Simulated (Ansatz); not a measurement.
GeH₅NOSi, SMILES `[NH2][GeH]1[O][SiH2]1` at its PBE0-D4/def2-TZVP geometry, where that method's forces vanish. Total charge 0; spin multiplicity 1.

```csv
atom,x (Å),y (Å),z (Å)
N1,0.3427,0.1961,-1.8573
Ge2,0.2567,0.6634,-0.1070
O3,0.9333,-0.7358,0.9805
Si4,-0.6200,-0.6320,1.5215
H5,0.7281,0.8714,-2.4980
H6,-0.4337,-0.2983,-2.2651
H7,1.1600,1.8899,0.0826
H8,-1.5250,-1.7732,1.2223
H9,-0.8422,-0.1816,2.9206
```

Q: For each bond, give half the difference of the two atoms' forces along it (eV/Å; positive pushes the atoms apart) under PBE-D4, r2SCAN-D4, B3LYP-D4, ωB97M-V in def2-TZVPP. (Estimate.)

A: Ansatz gave: 
| bond | length (Å) | PBE-D4 | r2SCAN-D4 | B3LYP-D4 | ωB97M-V |
| --- | --- | --- | --- | --- | --- |
| N1–Ge2 | 1.814 | 0.15 | 0.06 | 0.19 | 0.07 |
| N1–H5 | 1.008 | 0.18 | 0.01 | -0.05 | -0.04 |
| N1–H6 | 1.007 | 0.18 | 0.02 | -0.05 | -0.03 |
| Ge2–O3 | 1.897 | 0.52 | 0.15 | 0.26 | 0.00 |
| Ge2–Si4 | 2.258 | 0.21 | 0.06 | 0.22 | 0.09 |
| Ge2–H7 | 1.535 | 0.01 | -0.07 | -0.11 | -0.12 |
| O3–Si4 | 1.648 | 0.64 | 0.15 | 0.15 | 0.02 |
| Si4–H8 | 1.487 | -0.03 | -0.04 | -0.13 | -0.14 |
| Si4–H9 | 1.487 | -0.03 | -0.03 | -0.13 | -0.13 |

B3LYP here is the variant with VWN-RPA as its local correlation; programs differ in this.
